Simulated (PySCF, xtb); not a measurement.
C₄H₂BrF, SMILES C#C/C(F)=C\Br.

GFN2-xTB in xtb at its own geometry gives an orbital gap of 3.47 eV and a dipole moment of 1.22 D.

Coordinates come from a B3LYP-D3(BJ)/def2-SVP optimisation. The structure was generated by enumeration; whether it is a known compound was not checked.

### Question
What does PySCF with PBE/def2-TZVP give? (The exact figures need the calculation; the answer reports its results.)

### Answer
gap 3.69 eV (levels -6.03 and -2.33 eV), dipole 0.69 D.
